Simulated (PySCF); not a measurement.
```xyz
3
charge 0 multiplicity 1, angstrom
Te    0.0089   -1.2992    0.0000
N     1.7270   -1.8838    0.0000
I    -0.1996    1.5359    0.0000
```

All numbers come from PySCF, B3LYP, basis Te def2-TZVP with ECP28, N def2-TZVP, I def2-TZVP with ECP28 (scalar-relativistic core potentials, no spin–orbit coupling, density fitting).

This geometry of ITeN is a stationary point at this level.

Problem. What is the point group?

Solution. Cs.

Problem. Is it a minimum?

Solution. Yes: all harmonic wavenumbers are real.

Problem. List the harmonic modes with their infrared intensities.

Solution. 
```
symmetry  ω (cm⁻¹)  IR (km/mol)     type
      a'       141          2.3     bend
      a'       182         30.7     bend
      a'       905         35.8  stretch
```

Problem. What are the dipole moment and the gap between the highest occupied and lowest empty levels?

Solution. 3.04 D and 2.98 eV.

Only a few start shapes were tried, so a lower isomer may exist.
